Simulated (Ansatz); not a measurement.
Ge6Te6, relaxed as a singlet with RKS PBE-D4/def2-SVP in Ansatz, starting from the GFN1-xTB geometry. Force threshold 0.03 eV/Å.

In the def2 sets Te takes a core potential; there is no spin–orbit coupling. Another isomer (singlet) lies 0.74 eV lower at PBE0-D4/def2-TZVP; other spin states weren't run for this one.

Start:

```csv
atom,x (Å),y (Å),z (Å)
Ge1,0.153,1.718,-2.395
Ge2,0.040,-2.237,2.230
Ge3,0.977,2.323,1.696
Ge4,-1.153,0.785,-0.701
Ge5,2.174,-1.668,-0.756
Ge6,-1.737,-0.737,1.551
Te7,1.227,-0.577,-2.889
Te8,0.521,-3.516,0.100
Te9,-1.643,1.933,1.597
Te10,1.521,3.094,-0.666
Te11,-2.981,-0.944,-0.682
Te12,0.901,-0.173,0.913
```

```tsv
step	energy (eV)	largest force component (eV/Å)	SCF passes
1	-382785.2894	1.956	26
2	-382786.6093	0.744	31
3	-382786.7567	0.431	31
4	-382786.8218	0.249	25
5	-382786.8559	0.153	24
6 (rejected)	-382786.8325	0.275	29
7	-382786.8760	0.111	24
8 (rejected)	-382786.8755	0.145	25
9	-382786.8826	0.024	24
```

Force components are those of the run's own axes.

End:

Cartesian coordinates in Å:
```
Ge 0.3387 1.8738 -2.5896
Ge 0.3323 -2.4924 2.3780
Ge 0.8656 2.5683 1.8864
Ge -1.0986 0.7993 -0.7663
Ge 2.1578 -1.6871 -0.9162
Ge -1.8990 -0.7219 1.7839
Te 0.9830 -0.6855 -3.0925
Te 0.3533 -3.5737 0.0284
Te -1.9173 2.1066 1.4995
Te 1.7398 3.0841 -0.5809
Te -2.8018 -1.1427 -0.7108
Te 0.9464 -0.1289 1.0801
```

Bonds lost: Ge4–Ge6 (atoms count from 1).

No frequencies were taken in this run, so the end may be a saddle point.

It took 34 s on 2 threads of AMD EPYC 7R13 on a shared host and a share (18 GiB) of an NVIDIA H100 80GB HBM3, peak host memory 1.1 GiB.
